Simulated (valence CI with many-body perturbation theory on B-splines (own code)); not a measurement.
**Sn37+ in brief**

Computed by configuration interaction combined with many-body perturbation theory (CI+MBPT): three valence electrons over a frozen Dirac-Fock core [Ne], a basis of 11 s, 11 p, 9 d, 7 f, 5 g, 2 h, 1 i functions for each j, with the one-electron correlation potential Σ1, the two-electron term Σ2, the three-electron term Σ3, Breit, model QED; selected CI, second order for the rest (own B-spline code, finite nucleus).

The last digits are not significant, and no measured levels were compared; by estimate large intervals hold to a few tenths of a per cent, small ones and those within an open d or f shell to about a per cent.

Levels are named by their leading jj configuration (3d3/2^4 stands for four electrons in 3d with j = 3/2), which in mixed levels can hold well under half, so a name can repeat and another be missing.

Rates and lifetimes use the calculated energies. Strong lines usually hold to 10 to 20 %, long lifetimes can be off by a factor of two.

(1) What is the ground level?

(2) What are the static dipole polarisabilities of the lowest levels?

(3) Among levels below 499.63 eV, which E1 lines absorb most strongly from the ground level?

(4) Name the longest-lived excited levels whose lifetime is computed, and their main decay.

(5) Where does the other parity begin?

(6) What is the ionisation energy?

(7) How well does LS coupling describe the low levels?

## Answers

(1) (3s^2 3p1/2) J=1/2, composition 99 % 3s2 3p 2P°, g = 0.659.

(2) (3s^2 3p1/2) J=1/2 0.0180 bohr³, of which the core gives 0.000268.

(3) to (3s^2 3d3/2) J=3/2 at 6.273 nm, f = 0.351; to (3s 3p1/2 3p3/2) J=1/2 at 7.529 nm, f = 0.188; to (3s 3p1/2 3p3/2) J=3/2 at 7.934 nm, f = 0.105.

(4) (3s 3p3/2 3d5/2) J=9/2 at 329.99 eV lives 1.48 μs, mostly by M1 to (3s 3p1/2 3d5/2) J=7/2; (3s^2 3p3/2) J=3/2 at 57.58 eV lives 1.11 μs, mostly by M1 to (3s^2 3p1/2) J=1/2; (3s 3p3/2^2) J=5/2 at 191.24 eV lives 43.0 ns, mostly by E1 to (3s^2 3p3/2) J=3/2.

(5) At (3s 3p1/2^2) J=1/2, 89.57 eV.

(6) 2524 eV; NIST lists 2499 ± 11 eV (semi-empirical).

(7) Among the lowest 20 levels the leading LS term, summed over configurations, holds 69 % on average. For single configurations the figures are 65 % in LS and 85 % in jj coupling. Terms mix most in the J = 5/2 level at 282.99 eV, where the leading one holds 29 %.
